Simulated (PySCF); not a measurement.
Polarisability and C₆ of Ta+ (tantalum, charge +1)

[Xe] 4f14 5d3 6s1, high-spin 5F determinant. Computed with PySCF 2.14 in aug-cc-pV5Z-PP with ECP60MDF, with a scalar-relativistic core potential. Coupled (time-dependent) response in atomic units; α is the mean over directions.

```csv
method,mean α (bohr³),C₆ (like pair),S(−4)
r2SCANh,42.13,373.6,774.4
```

S(−4) is the Cauchy moment in α(ω) = α(0) + S(−4) ω² + …

Spin-orbit coupling is absent.

α(iu) at r2SCANh:

| u (hartree) | α(iu) (bohr³) |
| --- | --- |
| 0 | 42.13 |
| 0.0500 | 40.30 |
| 0.100 | 35.81 |
| 0.200 | 25.74 |
| 0.300 | 18.65 |
| 0.500 | 11.32 |
| 0.750 | 7.285 |
| 1.00 | 5.223 |
| 1.50 | 3.148 |
| 2.00 | 2.118 |
| 3.00 | 1.139 |
| 5.00 | 0.4732 |

For an ion, C₆ is the dispersion term alone; charge-induced terms of lower order in 1/R come first.

Energies and moments cover only the electrons outside the core potential. Spin-orbit coupling, absent here, splits the open shell strongly.
